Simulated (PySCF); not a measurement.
Cartesian coordinates (Å):
```xyz
14

Zn    -0.0992     0.0305    -0.0011
C      0.7672     1.7522    -0.1209
H      1.6061     1.7345    -0.8478
H      1.1801     2.0492     0.8665
H      0.0528     2.5404    -0.4389
N     -0.9181    -1.5992     0.1178
C     -1.6606    -2.1939    -0.9691
C     -0.8887    -2.4162     1.3085
H     -1.2400    -3.1842    -1.2919
H     -2.7358    -2.3864    -0.7070
H     -1.6616    -1.5378    -1.8666
H     -1.9135    -2.6225     1.7196
H     -0.4185    -3.4213     1.1341
H     -0.3090    -1.9276     2.1217
```
Charge 0, spin multiplicity 1.

Question: What dipole moment, HOMO, charge on the central atom (Mulliken), charge on the central atom (meta-Löwdin) and total energy does PySCF with TPSSh-D3(BJ)/def2-TZVP // BP86-D3(BJ)/def2-SVP give?

Answer: 
The dipole moment comes out as 0.45 D and the HOMO is -4.88 eV. The charge on the central atom (Mulliken) is 0.26 e and the charge on the central atom (meta-Löwdin) is 1.07 e. The total energy comes out as -1953.9519 Ha.
